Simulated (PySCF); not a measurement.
**Spin-rotation constants: `[NH3+]COCC(F)(F)F`, [C3H7F3NO]+, charge +1**

Molfile (atoms numbered from 1):
```
C3H7F3NO
     RDKit          3D

 15 14  0  0  0  0  0  0  0  0999 V2000
   -1.5402    0.5112    0.6527 N   0  0  0  0  0  0  0  0  0  0  0  0
   -1.1922   -0.6727   -0.2524 C   0  0  0  0  0  0  0  0  0  0  0  0
    0.0026   -1.2280    0.1251 O   0  0  0  0  0  0  0  0  0  0  0  0
    1.1929   -0.8019   -0.5095 C   0  0  0  0  0  0  0  0  0  0  0  0
    1.5656    0.6307   -0.1107 C   0  0  0  0  0  0  0  0  0  0  0  0
    0.7280    1.5181   -0.7174 F   0  0  0  0  0  0  0  0  0  0  0  0
    2.7973    0.9584   -0.4175 F   0  0  0  0  0  0  0  0  0  0  0  0
    1.3606    0.8331    1.2009 F   0  0  0  0  0  0  0  0  0  0  0  0
   -2.5492    0.7059    0.6382 H   0  0  0  0  0  0  0  0  0  0  0  0
   -1.0399    1.3703    0.3738 H   0  0  0  0  0  0  0  0  0  0  0  0
   -1.2549    0.2745    1.6166 H   0  0  0  0  0  0  0  0  0  0  0  0
   -1.9626   -1.4338   -0.0877 H   0  0  0  0  0  0  0  0  0  0  0  0
   -1.2127   -0.3229   -1.2923 H   0  0  0  0  0  0  0  0  0  0  0  0
    1.9760   -1.4779   -0.1563 H   0  0  0  0  0  0  0  0  0  0  0  0
    1.1242   -0.8569   -1.6024 H   0  0  0  0  0  0  0  0  0  0  0  0
  1  2  1  0
  2  3  1  0
  3  4  1  0
  4  5  1  0
  5  6  1  0
  5  7  1  0
  5  8  1  0
  1  9  1  0
  1 10  1  0
  1 11  1  0
  2 12  1  0
  2 13  1  0
  4 14  1  0
  4 15  1  0
M  CHG  1   1   1
M  END
```

Method: GIAO PBE/pcSseg-1 magnetisability, rotational g tensor and spin-rotation constants, non-relativistic, gas phase (PySCF). Geometry: GFN2-xTB.

For an ion the centre-of-mass motion in the field is neglected.

Problem. Give the nuclear spin-rotation constants along the inertial axes (H = +C I·J) beside the isotropic shieldings.

Solution. Rotational constants 3.4222, 1.5134, 1.3410 GHz. A star marks the isotopologue with that one atom substituted, in its own axes.
| atom | isotope | Caa (kHz) | Cbb (kHz) | Ccc (kHz) | mean (kHz) | σ (ppm) |
| --- | --- | --- | --- | --- | --- | --- |
| N1 | 14N | 0.230 | 0.077 | 0.076 | 0.128 | 188.1 |
| F6 | 19F | 5.776 | 1.843 | 1.502 | 3.040 | 233.8 |
| F7 | 19F | 3.783 | 2.417 | 1.547 | 2.583 | 243.7 |
| F8 | 19F | 5.309 | 2.079 | 1.375 | 2.921 | 238.3 |
| H9 | 1H | -0.099 | -0.147 | -0.173 | -0.140 | 26.9 |
| H10 | 1H | -0.124 | -0.105 | -0.147 | -0.125 | 24.8 |
| H11 | 1H | -0.463 | -0.188 | 0.012 | -0.213 | 26.7 |
| H12 | 1H | 0.068 | -0.143 | -0.152 | -0.076 | 25.8 |
| H13 | 1H | -0.362 | -0.195 | 0.047 | -0.170 | 26.3 |
| H14 | 1H | -0.349 | -0.030 | -0.098 | -0.159 | 26.7 |
| H15 | 1H | -0.425 | -0.155 | 0.027 | -0.184 | 27.2 |
| C2 | 13C* | 0.861 | 0.356 | 0.328 | 0.515 | 95.8 |
| O3 | 17O* | -0.577 | -0.121 | -0.119 | -0.272 | 255.4 |
| C4 | 13C* | 0.652 | 0.409 | 0.317 | 0.460 | 104.9 |
| C5 | 13C* | 1.115 | 0.499 | 0.418 | 0.677 | 43.8 |

For the geometry as given, no vibrational averaging.

Problem. How do the rotational constants and the g tensor change when H9, H10, H11, H12, H13, H14, H15 are replaced by deuterium?

Solution. Constants 3.0348, 1.3827, 1.2123 GHz; g -0.0052, 0.0044, 0.0058, against -0.0050, 0.0054, 0.0069 before.
